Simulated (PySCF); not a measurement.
(1E)-2-chloro-1-iodobuta-1,3-diene (C₄H₄ClI), SMILES C=C/C(Cl)=C\I.

Coordinates come from a PBE-D3(BJ)/def2-SVP optimisation. The def2 effective core potentials stand for the cores of I; spin–orbit coupling is left out. One conformer was computed; it need not be the lowest.

Calculation: PBE-D3(BJ)/def2-SVP (PySCF).

Frequencies are harmonic and unscaled.

Computed vibrational spectrum:
| mode | ν (cm⁻¹) | IR (km/mol) | moving atoms (share of kinetic energy) |
|---|---|---|---|
| 1 | 122 | 0.1 | C 63 %, H 31 % |
| 2 | 139 | 0.1 | C 67 %, I 20 %, H 13 % |
| 3 | 181 | 0.0 | C 65 %, H 22 %, Cl 11 % |
| 4 | 234 | 0.3 | Cl 56 %, C 22 %, I 20 % |
| 5 | 262 | 0.6 | C 41 %, Cl 37 %, H 15 % |
| 6 | 394 | 5.7 | H 51 %, C 47 % |
| 7 | 510 | 1.0 | C 57 %, H 25 %, Cl 17 % |
| 8 | 643 | 28.5 | C 84 %, H 12 % |
| 9 | 691 | 49.8 | C 76 %, Cl 16 % |
| 10 | 707 | 12.9 | C 64 %, H 36 % |
| 11 | 740 | 19.4 | H 80 %, C 20 % |
| 12 | 904 | 30.7 | H 72 %, C 28 % |
| 13 | 934 | 17.4 | H 59 %, C 40 % |
| 14 | 977 | 10.3 | H 90 %, C 10 % |
| 15 | 1082 | 47.6 | H 65 %, C 34 % |
| 16 | 1219 | 0.0 | H 59 %, C 41 % |
| 17 | 1261 | 0.8 | H 73 %, C 27 % |
| 18 | 1366 | 11.9 | H 79 %, C 21 % |
| 19 | 1563 | 2.5 | C 96 % |
| 20 | 1646 | 2.5 | C 90 %, H 10 % |
| 21 | 3089 | 0.3 | H 95 % |
| 22 | 3101 | 0.9 | H 92 %, C 8 % |
| 23 | 3168 | 14.9 | H 91 %, C 9 % |
| 24 | 3195 | 1.0 | H 89 %, C 11 % |
